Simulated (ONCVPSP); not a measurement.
## What one change does to a pseudopotential (oxygen, ONCV)

```
Element                 : O
Generator               : ONCVPSP 4.0.1
Type                    : optimised norm-conserving Vanderbilt (ONCV)
Functional              : PW91
Relativity              : non-relativistic
Frozen core             : [He]
Valence charge          : 6
Reference configuration : 2s1.75 2p4.25
Partial waves           : 2s: rc 0.70 bohr, ncon 4, nbas 8, qcut 8 1/bohr, 2 projectors, debl 3.6 Ha; 2p: rc 1.10 bohr, ncon 4, nbas 7, qcut 13.5 1/bohr, 1 projector
Local potential         : polynomial inside 0.65 bohr (lpopt 5, dvloc0 4 Ha)
Core correction         : polynomial model core, fcfact 0.55
```

All-electron outer shells of the reference configuration (PW91, non-relativistic, ld1.x):

```csv
shell,level (eV),outermost node (bohr),outermost maximum (bohr)
1s,-514.83,–,0.13
2s,-24.08,0.28,0.87
2p,-9.22,–,0.82
```

Change: s: qcut 10.7; p: qcut 18.1.

Cutoffs: the cutoffs (Ha) at which the residual kinetic energy of the hardest occupied pseudo-wave falls to 1 and 0.1 mHa per electron; they do not see the model core or the augmentation charge, which bear on the density cutoff. Errors are all-electron minus pseudo energies relative to the spin-unpolarised reference configuration.

Problem. How do hardness, ghosts and transferability respond?

Solution. The potential gets softer (68 Ha and 259 Ha → 63 Ha and 78 Ha); of the 4 tests that both files solve, the error grows in 0 and shrinks in 3 by more than 15 % and 0.3 meV (median size 4.2 → 1.8 meV); neither file shows a bound ghost.

```csv
quantity,base,changed
"cutoff, loose",68 Ha,63 Ha
"cutoff, tight",259 Ha,78 Ha
loose cutoff by channel,"s 68 Ha, p 54 Ha","s 43 Ha, p 63 Ha"
bound ghosts,none,none
GHOST(+) flags under 300 eV,none,none
"error for 2s2 2p4, meV [ΔE -3.71 eV]",+0.5,+0.2
"error for 2s2 2p3, meV [ΔE 12.82 eV]",+4.1,+1.2
"error for 2s2 2p2, meV [ΔE 46.53 eV]",+29,+12
"error for 2s1 2p5, meV [ΔE 11.15 eV]",+4.3,+2.3
s: phases at 0.71 bohr within 0.05 rad from the reference energy up to (Ha; the scan ends near 5),to the end of the scan,to the end of the scan
p: phases at 1.12 bohr within 0.05 rad from the reference energy up to (Ha; the scan ends near 5),4.7,5.0
"rms error of d²Exc/dni dnj with the model core, mHa",1.07,1.01
```
